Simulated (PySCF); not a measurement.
Al(H)(Br)(NH2) (AlBrH3N), SMILES [Br][AlH][NH2]. Coordinates come from a B3LYP-D3(BJ)/def2-TZVP optimisation. The values are those of a single conformer.

Calculation: B3LYP-D3(BJ)/def2-TZVP run with PySCF.

Harmonic wavenumbers (cm⁻¹): 164, 361, 390, 419, 508, 575, 740, 837, 1569, 1994, 3569, 3655. Rotational constants (GHz): 21.43, 2.342, 2.111; symmetry number 1.

Problem. Work out the zero-point energy and the ideal-gas rigid-rotor harmonic-oscillator thermochemistry at 298.15 K and 1 atm.

Solution. ZPE = ½ Σ hcν = ½ × 14781 cm⁻¹ = 88.41 kJ/mol. H − E(el) = 103.95 kJ/mol. Entropy in J/(mol K): translation 168.85, rotation 106.78, vibration 29.71, total 305.35. G − E(el) = 12.91 kJ/mol. Cp = 75.49 J/(mol K).
